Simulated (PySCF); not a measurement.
**Electronic absorption of p-ethyltoluene**

Compound: p-ethyltoluene, C₉H₁₂.
Numbering: `[CH3:1][CH2:2][c:3]1[cH:4][cH:5][c:6]([CH3:7])[cH:8][cH:9]1` (hydrogens: H10, H11, H12 on C1; H13, H14 on C2; H15 on C4; H16 on C5; H17, H18, H19 on C7; H20 on C8; H21 on C9)

Method: PySCF, TDDFT B3LYP/def2-SVPD, vertical, gas phase, core orbitals frozen in the response. Isolated species at its PBE0-D3(BJ)/def2-SVP geometry (one conformer only). Torsions of this conformer, `[CH3:1][CH2:2][c:3]1[cH:4][cH:5][c:6]([CH3:7])[cH:8][cH:9]1`: C1–C2–C3–C4 84°.

Task: Predict the UV-vis stick spectrum at this level.

Result: 

```json
{"state": "S1", "E (eV)": "5.17", "E (hartree)": "0.1898", "f": "0.0055", "main configurations (H = HOMO, L = LUMO)": "H→L (60%), H-1→L+1 (28%)"}
{"state": "S2", "E (eV)": "5.77", "E (hartree)": "0.2122", "f": "0.096", "main configurations (H = HOMO, L = LUMO)": "H→L+1 (63%), H-1→L (24%), H→L (10%)"}
{"state": "S3", "E (eV)": "6.22", "E (hartree)": "0.2287", "f": "0.013", "main configurations (H = HOMO, L = LUMO)": "H→L+2 (95%)"}
{"state": "S4", "E (eV)": "6.53", "E (hartree)": "0.2399", "f": "0.146", "main configurations (H = HOMO, L = LUMO)": "H→L+3 (81%), H-1→L (13%)"}
{"state": "S5", "E (eV)": "6.61", "E (hartree)": "0.2428", "f": "0.152", "main configurations (H = HOMO, L = LUMO)": "H-1→L+2 (42%), H-1→L+1 (33%), H→L (12%)"}
{"state": "S6", "E (eV)": "6.71", "E (hartree)": "0.2465", "f": "0.151", "main configurations (H = HOMO, L = LUMO)": "H-1→L+2 (54%), H-1→L+1 (21%), H→L (11%)"}
{"state": "S7", "E (eV)": "6.77", "E (hartree)": "0.2486", "f": "0.671", "main configurations (H = HOMO, L = LUMO)": "H-1→L (46%), H→L+1 (19%), H→L+3 (16%)"}
{"state": "S8", "E (eV)": "6.87", "E (hartree)": "0.2525", "f": "0.040", "main configurations (H = HOMO, L = LUMO)": "H→L+4 (93%)"}
{"state": "S9", "E (eV)": "7.05", "E (hartree)": "0.2592", "f": "0.018", "main configurations (H = HOMO, L = LUMO)": "H-1→L+3 (96%)"}
{"state": "S10", "E (eV)": "7.21", "E (hartree)": "0.2650", "f": "0.0065", "main configurations (H = HOMO, L = LUMO)": "H→L+5 (93%)"}
```

Triplets (Tamm–Dancoff): T1 4.02 eV, H→L+1 (53%), H-1→L (27%), H→L (14%); T2 4.46 eV, H→L (77%), H→L+1 (14%); T3 4.62 eV, H-1→L (63%), H→L+1 (28%); T4 5.11 eV, H-1→L+1 (84%), H-1→L (8%).

The lowest singlet comes at 240 nm (498 kJ/mol) in the ultraviolet; it is weak; its leading configuration is HOMO→LUMO (60%). The most intense listed level is S7 at 6.77 eV (183 nm, f = 0.671), 1.60 eV above S1. Löwdin shares by element: HOMO carbon 62% or more (atoms not listed hold the other 38%); LUMO carbon 67% or more (atoms not listed hold the other 33%). The listed states span 2.04 eV, and the widest gap between neighbours is 0.61 eV (S1 to S2). Weighted by f, the mean energy of these states is 6.64 eV. Orbital energies (eV): HOMO-3 -9.10, HOMO-2 -9.03, HOMO-1 -6.93, HOMO -6.48, LUMO -0.39, LUMO+1 -0.25, LUMO+2 0.55. All these states lie below the vertical ionisation energy of 8.39 eV (ΔSCF). Singlets were solved by full linear response, triplets in the Tamm–Dancoff approximation.
